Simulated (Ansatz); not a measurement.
Consider the redistribution: `C[SiH](F)N[SiH3]` + `Cl[SiH]1CC1` → `F[SiH2]N[SiH3]` + `C[C@H]1C[Si@H]1Cl`.

Gas-phase electronic energies from Ansatz, PBE0-D4/def2-TZVP geometries. CBS: MP2 limit from def2 TZ/QZ plus the TZ coupled-cluster correction, frozen cores. This one scheme is used for every species. Functionals use def2-TZVPP. B3LYP here is the variant with VWN-RPA as its local correlation; programs differ in this. Each species was taken in one conformer, which may not be the lowest.

```
            species  B3LYP energy (Eh)
 `C[SiH](F)N[SiH3]`         -776.78910
      `Cl[SiH]1CC1`         -829.01603
   `F[SiH2]N[SiH3]`         -737.44118
`C[C@H]1C[Si@H]1Cl`         -868.34478
```

Q: Work out ΔE.

A: ΔE = (-737.44118) + (-868.34478) − (-776.78910) − (-829.01603) = 0.01917 Eh = +0.52 eV. CCSD(T)/CBS gives +0.51 eV.

Largest T1 diagnostic among the species: 0.011.
